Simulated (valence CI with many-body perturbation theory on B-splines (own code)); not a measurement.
# Gd LX: electric-dipole lines

Level of theory: configuration interaction combined with many-body perturbation theory (CI+MBPT): three valence electrons over a frozen Dirac-Fock core [He], radial functions for each j: 11 s, 11 p, 9 d, 7 f, 5 g, 2 h, 1 i, with the one-electron correlation potential Σ1, the two-electron term Σ2, the three-electron term Σ3, Breit, model QED; selected CI, second order for the rest (own B-spline code, finite nucleus).

The last digits are not significant, and no measured levels were compared; by estimate large intervals hold to a few tenths of a per cent, small ones and those within an open d or f shell to about a per cent.

Lines 51 to 100 of 276 in falling wavelength, among levels below 674.25 Ry, chosen from the strongest by gf and those to the six lowest levels. Wavelengths and rates use the calculated energies. Electric multipoles are in the length gauge, E1 and E2 with the static RPA response of the core. Weak lines are less certain than strong ones. Lines between different terms over intervals too small for the method are left out, as are lines whose strength nearly cancels. The highest levels of a list are the least certain.

Levels are named by their leading jj configuration (3d3/2^4 stands for four electrons in 3d with j = 3/2), which in mixed levels can hold well under half, so a name can repeat and another be missing. Letters in brackets count levels of one name in rising energy.

```
λ vac (Å)                          Upper                       Lower   A (s⁻¹)  S (a.u.) with core polarisation  S without
    40.95     (2s 2p1/2 3p3/2) J=3/2 [b]         (2s 2p1/2 3s) J=3/2  1.85e+11                         2.51e-02   2.51e-02
    40.59     (2s 2p3/2 3p3/2) J=1/2 [b]         (2s 2p3/2 3s) J=1/2  3.21e+11                         2.12e-02   2.12e-02
    40.26  (2p1/2 2p3/2 3p3/2) J=5/2 [b]      (2p1/2 2p3/2 3s) J=5/2  1.66e+11                         3.21e-02   3.21e-02
    39.49     (2s 2p3/2 3p3/2) J=5/2 [a]         (2s 2p3/2 3s) J=5/2  2.46e+11                         4.49e-02   4.49e-02
    39.01  (2p1/2 2p3/2 3p3/2) J=1/2 [b]  (2p1/2 2p3/2 3s) J=3/2 [b]  3.59e+11                         2.10e-02   2.10e-02
    38.51          (2p1/2^2 2p3/2) J=3/2  (2s 2p1/2 2p3/2) J=3/2 [a]  1.74e+10                         1.96e-03   1.96e-03
    22.67             (2s^2 2p3/2) J=3/2          (2s 2p1/2^2) J=1/2  5.91e+09                         1.36e-04   1.36e-04
    13.65     (2s 2p1/2 2p3/2) J=3/2 [a]          (2s^2 2p1/2) J=1/2  2.03e+10                         1.02e-04   1.02e-04
    13.38             (2s 2p3/2^2) J=5/2          (2s^2 2p3/2) J=3/2  6.50e+11                         4.62e-03   4.62e-03
    13.13          (2p1/2 2p3/2^2) J=3/2      (2s 2p1/2 2p3/2) J=1/2  1.66e+12                         7.40e-03   7.41e-03
    12.87  (2p1/2 2p3/2 3d3/2) J=5/2 [a]      (2s 2p1/2 3d3/2) J=5/2  1.04e+12                         6.60e-03   6.61e-03
    12.85          (2p1/2 2p3/2^2) J=5/2  (2s 2p1/2 2p3/2) J=3/2 [b]  2.00e+12                         1.26e-02   1.26e-02
    12.83     (2p1/2 2p3/2 3s) J=3/2 [b]     (2s 2p1/2 3s) J=1/2 [b]  1.55e+12                         6.46e-03   6.47e-03
    12.82      (2p1/2 2p3/2 3d5/2) J=9/2      (2s 2p1/2 3d5/2) J=7/2  1.68e+12                         1.74e-02   1.75e-02
    12.80      (2p1/2 2p3/2 3p3/2) J=7/2      (2s 2p1/2 3p3/2) J=5/2  1.92e+12                         1.59e-02   1.60e-02
    12.79                (2p3/2^3) J=3/2          (2s 2p3/2^2) J=3/2  4.44e+12                         1.83e-02   1.84e-02
    12.73     (2s 2p3/2 3d5/2) J=7/2 [b]          (2s^2 3d5/2) J=5/2  2.48e+12                         2.01e-02   2.02e-02
    12.72  (2p1/2 2p3/2 3d5/2) J=7/2 [a]  (2s 2p1/2 3d5/2) J=5/2 [a]  1.53e+12                         1.25e-02   1.25e-02
    12.70  (2p1/2 2p3/2 3d3/2) J=5/2 [b]  (2s 2p1/2 3d3/2) J=3/2 [b]  1.69e+12                         1.02e-02   1.03e-02
    12.70     (2s 2p3/2 3p3/2) J=5/2 [b]          (2s^2 3p3/2) J=3/2  2.75e+12                         1.67e-02   1.67e-02
    12.68      (2p1/2 2p3/2 3p1/2) J=5/2      (2s 2p1/2 3p1/2) J=3/2  1.88e+12                         1.13e-02   1.14e-02
    12.67      (2p1/2 2p3/2 3d3/2) J=7/2      (2s 2p1/2 3d3/2) J=5/2  1.68e+12                         1.35e-02   1.35e-02
    12.67  (2p1/2 2p3/2 3p3/2) J=5/2 [a]  (2s 2p1/2 3p3/2) J=3/2 [a]  1.45e+12                         8.76e-03   8.78e-03
    12.65  (2p1/2 2p3/2 3p1/2) J=3/2 [b]  (2s 2p1/2 3p1/2) J=1/2 [b]  1.97e+12                         7.87e-03   7.88e-03
    12.65  (2p1/2 2p3/2 3d5/2) J=7/2 [b]  (2s 2p1/2 3d5/2) J=5/2 [b]  9.34e+11                         7.46e-03   7.47e-03
    12.60         (2p1/2 2p3/2 3s) J=5/2         (2s 2p1/2 3s) J=3/2  1.85e+12                         1.10e-02   1.10e-02
    12.58     (2s 2p3/2 3d3/2) J=5/2 [b]          (2s^2 3d3/2) J=3/2  2.48e+12                         1.46e-02   1.47e-02
    12.57         (2s 2p3/2 3p1/2) J=1/2          (2s^2 3p1/2) J=1/2  3.06e+12                         6.00e-03   6.01e-03
    12.56            (2s 2p3/2 3s) J=1/2             (2s^2 3s) J=1/2  3.03e+12                         5.94e-03   5.95e-03
    12.55     (2s 2p3/2 3p1/2) J=3/2 [b]          (2s^2 3p1/2) J=1/2  2.85e+12                         1.11e-02   1.11e-02
    12.54  (2p1/2 2p3/2 3d3/2) J=3/2 [a]  (2s 2p1/2 3d3/2) J=3/2 [a]  1.70e+12                         6.63e-03   6.64e-03
    12.54  (2p1/2 2p3/2 3p3/2) J=5/2 [b]  (2s 2p1/2 3p3/2) J=3/2 [b]  9.92e+11                         5.79e-03   5.80e-03
    12.53     (2s 2p3/2 3d5/2) J=5/2 [b]          (2s^2 3d5/2) J=5/2  2.77e+12                         1.62e-02   1.62e-02
    12.51  (2p1/2 2p3/2 3d5/2) J=7/2 [b]      (2s 2p1/2 3d5/2) J=7/2  1.02e+12                         7.85e-03   7.86e-03
    12.51     (2p1/2 2p3/2 3s) J=3/2 [a]     (2s 2p1/2 3s) J=1/2 [a]  1.62e+12                         6.26e-03   6.27e-03
    12.50     (2s 2p3/2 3p3/2) J=3/2 [b]          (2s^2 3p3/2) J=3/2  2.84e+12                         1.10e-02   1.10e-02
    12.50        (2s 2p3/2 3s) J=3/2 [b]             (2s^2 3s) J=1/2  2.84e+12                         1.09e-02   1.10e-02
    12.50     (2s 2p3/2 3d5/2) J=3/2 [b]          (2s^2 3d5/2) J=5/2  3.04e+12                         1.17e-02   1.17e-02
    12.43     (2s 2p3/2 3d3/2) J=3/2 [b]          (2s^2 3d3/2) J=3/2  1.67e+12                         6.32e-03   6.33e-03
    12.34          (2p1/2 2p3/2^2) J=3/2      (2s 2p1/2 2p3/2) J=5/2  2.67e+11                         9.90e-04   9.92e-04
    12.33         (2s 2p1/2 2p3/2) J=1/2          (2s^2 2p1/2) J=1/2  3.37e+12                         6.23e-03   6.24e-03
    12.31     (2s 2p1/2 2p3/2) J=3/2 [b]          (2s^2 2p1/2) J=1/2  2.93e+12                         1.08e-02   1.08e-02
    12.25          (2p1/2 2p3/2^2) J=1/2  (2s 2p1/2 2p3/2) J=3/2 [b]  3.47e+12                         6.30e-03   6.31e-03
    12.23          (2p1/2 2p3/2^2) J=1/2      (2s 2p1/2 2p3/2) J=1/2  1.56e+12                         2.81e-03   2.81e-03
    12.19             (2s 2p3/2^2) J=1/2          (2s^2 2p3/2) J=3/2  2.70e+12                         4.83e-03   4.84e-03
    12.18          (2p1/2^2 2p3/2) J=3/2          (2s 2p1/2^2) J=1/2  2.18e+12                         7.77e-03   7.78e-03
    12.18             (2s 2p3/2^2) J=3/2          (2s^2 2p3/2) J=3/2  4.84e+12                         1.72e-02   1.73e-02
    12.08          (2p1/2 2p3/2^2) J=5/2      (2s 2p1/2 2p3/2) J=5/2  2.14e+12                         1.12e-02   1.12e-02
    11.91          (2p1/2 2p3/2^2) J=3/2  (2s 2p1/2 2p3/2) J=3/2 [a]  2.36e+12                         7.88e-03   7.89e-03
    11.66          (2p1/2 2p3/2^2) J=5/2  (2s 2p1/2 2p3/2) J=3/2 [a]  4.55e+10                         2.14e-04   2.14e-04
```
